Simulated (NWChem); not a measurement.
Species: MgO; SMILES [O]=[Mg]

Program: NWChem. Structure relaxed at the B3LYP/6-31G* (spherical d) level. Vertical excitations in the gas phase.

**Question.** Estimate the computed values for Hartree-Fock/def2-TZVPD, CIS. Quantities: lowest excitation, singlet (eV); oscillator strength of that lowest state; lowest state with f > 0.02, singlet (eV); oscillator strength of that bright state; orbital gap (eV).

**Answer.** 
- lowest excitation, singlet (eV) = 0.81
- oscillator strength of that lowest state = 0.003
- lowest state with f > 0.02, singlet (eV) = 2.86
- oscillator strength of that bright state = 0.259
- orbital gap (eV) = 7.37
